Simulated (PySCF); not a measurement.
BClH5NO2Si. Atoms are numbered in the order given.

```xyz
11

Si    -0.6572     0.8326     0.0000
Cl     0.4122     2.6107     0.0000
N      0.5297    -0.4314     0.0000
B      0.1715    -1.8127     0.0000
O      1.1536    -2.7729     0.0000
O     -1.1859    -2.0705     0.0000
H     -1.5084     0.8270     1.2158
H     -1.5084     0.8270    -1.2158
H      1.5137    -0.1869     0.0000
H      0.8390    -3.6809     0.0000
H     -1.4483    -2.9942     0.0000
```

The structure is a stationary point at ωB97X-D3(BJ)/def2-SVP. The structure was generated by enumeration, and PubChem lists no compound with its InChIKey, so it may never have been made. The values are those of a single conformer.

Calculation: TDA-PBE/def2-SVPD (PySCF 2.14.0).

Vertical excitations. Isolated molecule, no solvent. State labels are in the subgroup Cs.

Computed excitation energies, oscillator strengths and character:
```csv
state,symmetry,energy (eV),λ (nm),f,main pairs
S1,A",5.32,233,0.000,HOMO→LUMO 100 %
S2,A",6.18,201,0.000,HOMO→LUMO+1 94 %
S3,A",6.22,199,0.000,HOMO−1→LUMO 94 %
S4,A',6.51,191,0.019,HOMO−2→LUMO 99 %
S5,A",6.69,185,0.001,HOMO→LUMO+2 99 %
S6,A",6.81,182,0.002,HOMO−3→LUMO 90 %
S7,A",6.84,181,0.015,HOMO→LUMO+3 89 %
S8,A",7.17,173,0.005,HOMO−1→LUMO+1 97 %
S9,A',7.31,170,0.013,HOMO−4→LUMO 97 %
S10,A",7.33,169,0.012,HOMO→LUMO+5 85 %
T1,A",5.24,237,0,HOMO→LUMO 100 %
T2,A",6.06,205,0,HOMO→LUMO+1 97 %
T3,A",6.18,201,0,HOMO−1→LUMO 97 %
T4,A',6.45,192,0,HOMO−2→LUMO 100 %
```
Triplets are in the Tamm–Dancoff approximation.
